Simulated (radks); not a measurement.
The numbers below are computed, except where a source is named.
Question: Cr0.5-, 24.5 electrons, occupied as [Ar] 3d5 4s1.5 (fractional occupations, a model configuration). Level of theory: scalar-relativistic Kohn-Sham, PBE, spin-unpolarised, spherical densities, finite nucleus; Fermi nuclear charge, rms radius 3.6452 fm (a radial shooting solver on a logarithmic mesh with Libxc functionals). Some entries of the table are withheld. Estimate them.

| orbital | occ. | eigenvalue (hartree) | <r> (bohr) |
|---|---|---|---|
| 1s | 2 | -216.0176 | 0.06355 |
| 2s | 2 | (1) | 0.2931 |
| 2p | 6 | (2) | 0.2599 |
| 3s | 2 | -2.61674 | 0.9012 |
| 3p | 6 | (3) | 0.9648 |
| 4s | 1.5 | -0.05331 | (4) |
| 3d | 5 | -0.00317 | (5) |

Answer: 
(1) 2s eigenvalue (hartree): -24.41798
(2) 2p eigenvalue (hartree): -20.50590
(3) 3p eigenvalue (hartree): -1.56687
(4) 4s <r> (bohr): 3.701
(5) 3d <r> (bohr): 1.585
